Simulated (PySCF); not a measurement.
Ti(OPh)2Cl2, C12H10Cl2O2Ti (singlet state).
SMILES: `[Cl][Ti]([Cl])([O]c1ccccc1)[O]c1ccccc1`

Computed with TDDFT wB97X-D/def2-SVPD, vertical, gas phase, core orbitals frozen in the response in PySCF. Geometry: PBE0-D3(BJ)/def2-SVP; no solvent, vibrations or thermal averaging. The geometry optimisation had not met its thresholds, so the values belong to a structure short of the stationary point.

Each state is given a Gaussian of 0.25 eV full width at half maximum, with ε(max) = 2.175×10⁸ f / Δν̃ (Δν̃ the width in cm⁻¹). The width is an assumption, not a result. The curve ends short of the highest state used, and states not computed would add to its high-energy end.

E (eV), ε (L mol⁻¹ cm⁻¹) and a bar:
```
     3.36          1 
     3.40          2 
     3.43          5 
     3.46         11 
     3.50         28 
     3.53         50 
     3.57         99 
     3.60        150 
     3.64        237 
     3.67        315 
     3.71        459 
     3.74        656 
     3.77       1044 #
     3.81       2205 ##
     3.84       3944 ###
     3.88       8072 ######
     3.91      12837 #########
     3.95      21245 ###############
     3.98      28325 ####################
     4.02      36784 ###########################
     4.05      40828 #############################
     4.09      41577 ##############################
     4.12      38580 ############################
     4.15      33308 ########################
     4.19      24762 ##################
     4.22      18690 #############
     4.26      12440 #########
     4.29       9461 #######
     4.33       7637 ######
     4.36       7651 ######
     4.40       9168 #######
     4.43      11139 ########
     4.46      13453 ##########
     4.50      16275 ############
     4.53      17577 #############
     4.57      17630 #############
```

Q: Where are the band maxima, and which computed states make them?

A: 304 nm (4.08 eV), ε about 42000, made up of S3 (99%); 272 nm (4.55 eV), ε about 18000, made up of S5 (83%) and S6 (14%) (ε in L mol⁻¹ cm⁻¹; maxima over ε = 5, shares over 10%). The states used: S1 3.74 eV (f 0.0027); S2 3.76 eV (f 0.0006); S3 4.07 eV (f 0.386); S4 4.30 eV (f 0.031); S5 4.54 eV (f 0.138); S6 4.61 eV (f 0.028); S7 4.72 eV (f 0.0039); S8 4.74 eV (f 0.010); S9 4.99 eV (f 0.043); S10 5.00 eV (f 0.0077); S11 5.02 eV (f 0.013); S12 5.07 eV (f 0.011); S13 5.09 eV (f 0.010); S14 5.14 eV (f 0.0022); S15 5.17 eV (f 0.020).

Q: On this curve, what absorbance would a 10⁻⁴ mol/L sample give at 280 nm over a 1 cm path?

A: 280 nm is 4.428 eV, where ε is about 11000 L mol⁻¹ cm⁻¹, so A = ε c l ≈ 1.1 (Beer–Lambert, with the gas-phase spectrum and the assumed width).

Q: What would ε be at 4.08 eV, the highest of these maxima, with half the width (0.125 eV)?

A: About 82600 L mol⁻¹ cm⁻¹ against 42000, a factor of about 1.97; a lone state at its own centre would give exactly 2.

Q: Coming from long wavelengths, where does ε first pass 100 L mol⁻¹ cm⁻¹?

A: At about 347 nm (3.57 eV), 0.16 eV below S1.
